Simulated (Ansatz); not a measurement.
## Molecular dynamics of ClGaH4O

Input file:

```yaml
crystal:
  periodic: [false, false, false]
  atoms:
    - { symbol: Ga, position_ang: [-0.006533, 0.293989, -0.083826] }
    - { symbol: Cl, position_ang: [0.051351, 0.024408, 2.430365] }
    - { symbol: O, position_ang: [1.651768, -0.051242, -0.690719] }
    - { symbol: H, position_ang: [1.694028, -0.888422, -1.189039] }
    - { symbol: H, position_ang: [-1.396065, -0.198952, -0.592692] }
    - { symbol: H, position_ang: [0.090692, 1.861073, 0.583535] }
    - { symbol: H, position_ang: [0.11036, 1.288449, 1.555876] }
basis:
  gaussian: { orbitals: def2-SVP }
hamiltonian:
  xc: pbe
  dispersion: d4
md:
  timestep: 0.5
  n_steps: 200
  ensemble: nve
  temperature: 300.0
  initial_velocities: maxwell_boltzmann
  seed: 10470
```

Run as:

```bash
$ ansatz run input.yaml --threads 2 --pin off --max-ram 3072MiB --backend cpu --events-out ev --progress --plain --runs-dir out
```

It starts at the highest image of a converged band, a first-order saddle point between two minima.

Output, in part (step lines, the closing report, with atoms numbered from 0):

```
md step     0: t =     0.00 fs  T =   300.0 K  F+E_penalty+E_count = -66985.42321217 eV  E_kin = 0.193890 eV  conserved = -66985.22932217 eV  (27 SCF iters)
[... lines left out ...]
Total energy: -66986.07565796 eV, -2461.6928756372 hartree
Atom 0 at     0.003266     0.252111     0.039807 Å, force     0.522132    -1.046107     1.633696 eV/Å
Atom 1 at    -0.015063    -0.147339     2.339397 Å, force     0.166664     0.498701    -1.501149 eV/Å
Atom 2 at     1.581056    -0.001377    -0.805228 Å, force    -2.104967    -0.510303    -0.593701 eV/Å
Atom 3 at     2.360995     0.453909    -0.542053 Å, force     1.440850     0.821654     0.766539 eV/Å
Atom 4 at    -1.428316     0.062730    -0.522405 Å, force    -0.022563     0.249545    -0.307332 eV/Å
Atom 5 at     1.420367     4.573762    -1.123746 Å, force     0.524925    -0.580210    -0.145782 eV/Å
Atom 6 at     0.926213     5.117102    -0.989019 Å, force    -0.527040     0.566720     0.147728 eV/Å
Dipole moment:     0.097553     0.371127    -0.372854 e Å
```

The steps, from the saved trajectory:

```
time (fs)  T (K)  potential energy less start (eV)  conserved less start (meV/atom)
        0    300                             0.000                             0.00
        3    209                             0.060                             0.13
        6    106                             0.127                             0.21
        9    154                             0.094                             0.03
       12    126                             0.114                             0.13
       15    121                             0.117                             0.20
       18    215                             0.055                             0.02
       21    202                             0.064                             0.13
       24    178                             0.080                             0.19
       27    251                             0.032                             0.04
       30    337                            -0.023                             0.10
       33    451                            -0.096                             0.22
       36    709                            -0.264                             0.00
       39    864                            -0.364                             0.05
       42    981                            -0.439                             0.23
       45   1248                            -0.613                             0.02
       48   1420                            -0.723                             0.03
       51   1520                            -0.787                             0.19
       54   1720                            -0.918                             0.06
       57   1814                            -0.978                             0.07
       60   1782                            -0.957                             0.13
       63   1788                            -0.962                            -0.03
       66   1574                            -0.822                             0.10
       69   1245                            -0.610                             0.21
       72   1119                            -0.530                             0.00
       75    978                            -0.437                             0.11
       78    956                            -0.422                             0.22
       81   1190                            -0.575                             0.04
       84   1365                            -0.688                             0.08
       87   1502                            -0.776                             0.13
       90   1654                            -0.875                            -0.01
       93   1629                            -0.858                             0.13
       96   1515                            -0.784                             0.19
       99   1430                            -0.731                            -0.04
```

All steps were run. The conserved energy stayed within 0.28 meV per atom of its start (net change 0.14 meV per atom), so the integration is sound. The kinetic energy rose, since the run started high on the potential surface and went downhill. It ends in pieces (ClGaH2O + H2), so much of that is their flight and rotation, not heat. A run of 0.1 ps of so small a system gives no equilibrium averages. The orbitals stay closed-shell, which can raise the energy where a bond breaks towards radicals; this wasn't checked here.

Between its relaxed ends the band would form Ga1–H6, O3–H7 and break H6–H7. These pairs go: Ga1–H6 1.71 → 4.69 Å, O3–H7 3.04 → 5.16 Å, H6–H7 1.13 → 0.75 Å. In the last frame they stand as before the step (other bonds may differ from the relaxed reactants and products). Also parted: Cl2–H7 1.54 → 6.30 Å. It ends as ClGaH2O + H2. Pairs count as bonded within 1.25 times the sum of covalent radii (0.12 Å more for H–H).

Last frame:

```xyz
7
Properties=species:S:1:pos:R:3
Ga 0.003 0.252 0.040
Cl -0.015 -0.147 2.339
O 1.581 -0.001 -0.805
H 2.361 0.454 -0.542
H -1.428 0.063 -0.522
H 1.420 4.574 -1.124
H 0.926 5.117 -0.989
```

Time of the run: 5.8 min on 2 threads of Arm Neoverse N1 (shared host), peak memory 0.12 GiB.
